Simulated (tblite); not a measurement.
Species: C₇H₇OS (doublet state).
Z-matrix (Å and degrees, GFN2-xTB geometry), rows numbered from 1:
```
C 
O   1  1.4088
C   2  1.3557  1  118.66
C   3  1.4028  2  115.65  1   179.94
C   4  1.3824  3  120.44  2   179.98
C   5  1.3804  4  120.59  3     0.05
C   6  1.3999  5  119.36  4    -0.03
S   7  1.7207  6  120.02  5  -179.96
C   3  1.3845  2  124.93  1    -0.05
H   1  1.0944  2  111.45  3   -61.16
H   1  1.0888  2  105.69  3  -179.87
H   1  1.0944  2  111.46  3    61.41
H   4  1.0779  3  118.20  2    -0.09
H   5  1.0794  4  119.63  3  -179.98
H   6  1.0785  5  121.24  4   179.88
H   9  1.0781  3  121.92  2     0.11
```

Structure optimised with GFN2-xTB, isolated species. This method treats the open shell by occupation alone, without spin polarisation.

Take the most abundant isotopes and a rigid rotor. The values belong to one conformer with, in the numbering `[CH3:1][O:2][c:3]1[cH:4][cH:5][cH:6][c:7]([S:8])[cH:9]1`, C1–O2–C3–C4 180°.

Problem. Give the principal moments of inertia and the rotational constants in cm⁻¹.

Solution. Ia = 216.75, Ib = 506.44, Ic = 719.97 u·Å²; 505379 MHz·u·Å²/I gives 2332, 997.9 and 701.9 MHz, that is A = 0.07777, B = 0.03329, C = 0.02341 cm⁻¹.

Problem. What kind of rotor is it?

Solution. An asymmetric top. Ray's parameter κ = (2B − A − C)/(A − C) = -0.637; −1 is the prolate and +1 the oblate limit.

Problem. What does the inertial defect say?

Solution. Not planar: Δ = Ic − Ia − Ib = -3.22 u·Å². For a rigid frame Δ = −2 Σ m c², so Σ m c² = 1.61 u·Å² lies off the ab plane, practically all of it from hydrogen. The atom farthest from that plane is 0.89 Å away.

Problem. Give the coordinates in the principal-axis frame, origin at the centre of mass.

Solution. The sense of each axis is arbitrary; atoms in the order of the calculation.
```csv
atom,mass (u),a (Å),b (Å),c (Å)
C1,12.000,2.762,1.636,0.000
O2,15.995,2.537,0.245,0.001
C3,12.000,1.258,-0.207,0.000
C4,12.000,1.107,-1.601,0.000
C5,12.000,-0.154,-2.169,0.000
C6,12.000,-1.282,-1.373,0.000
C7,12.000,-1.140,0.019,0.000
S8,31.972,-2.535,1.027,0.000
C9,12.000,0.133,0.600,0.000
H10,1.008,2.342,2.109,-0.893
H11,1.008,3.844,1.759,-0.002
H12,1.008,2.345,2.110,0.893
H13,1.008,1.996,-2.210,-0.002
H14,1.008,-0.255,-3.243,0.000
H15,1.008,-2.270,-1.805,-0.002
H16,1.008,0.203,1.676,-0.001
```

Problem. Where do the levels up to J = 5 lie, in K?

Solution. Above 0(0,0), as E/k:
J = 1: 1(0,1) 0.082, 1(1,1) 0.146, 1(1,0) 0.160
J = 2: 2(0,2) 0.243, 2(1,2) 0.295, 2(1,1) 0.337, 2(2,1) 0.529, 2(2,0) 0.531
J = 3: 3(0,3) 0.479, 3(1,3) 0.517, 3(1,2) 0.602, 3(2,2) 0.774, 3(2,1) 0.784, 3(3,1) 1.131, 3(3,0) 1.131
J = 4: 4(0,4) 0.787, 4(1,4) 0.811, 4(1,3) 0.952, 4(2,3) 1.099, 4(2,2) 1.128, 4(3,2) 1.461, 4(3,1) 1.462, 4(4,1) 1.955, 4(4,0) 1.955
J = 5: 5(0,5) 1.162, 5(1,5) 1.176, 5(1,4) 1.384, 5(2,4) 1.502, 5(2,3) 1.564, 5(3,3) 1.874, 5(3,2) 1.879, 5(4,2) 2.368, 5(4,1) 2.368, 5(5,1) 3.003, 5(5,0) 3.003
Those of J = 1 are B + C, A + C and A + B.

For this open shell read J as N, the rotation without spin; fine and hyperfine splittings come on top. Its GFN2-xTB frequencies are all real (lowest 101 cm⁻¹). Zero-point vibration and centrifugal distortion are left out.

Hardware: one thread, Arm Neoverse V1 (aarch64), on a shared host. Cost: 0.19 s of wall time. This is the geometry optimisation.

All values are computed, not measured.
